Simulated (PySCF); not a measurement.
Radial density of F (fluorine, neutral)

TPSS, [He] 2s2 2p5, 2P determinant. Calculation: PySCF 2.14, in Sapporo-DZP-2012 (4s3p1d, 18 functions); scalar relativity by spin-free X2C-1e.

```csv
r (bohr),4πr²ρ (e/bohr),4πr²(ρα − ρβ)
0.00336,0.05885,0.0000
0.00564,0.1623,-0.0001
0.00949,0.4317,-0.0002
0.0160,1.081,-0.0004
0.0269,2.523,-0.0007
0.0452,5.135,-0.0004
0.0760,8.432,0.0053
0.128,9.638,0.0413
0.215,6.576,0.1831
0.362,4.042,0.5038
0.608,5.943,0.8905
1.02,5.244,0.7170
1.72,1.621,0.2055
2.89,0.1467,0.0209
4.87,2.615e-05,0.0000
```

Densities and radii are taken from the X2C orbitals without a picture-change correction, which distorts them close to the nucleus.
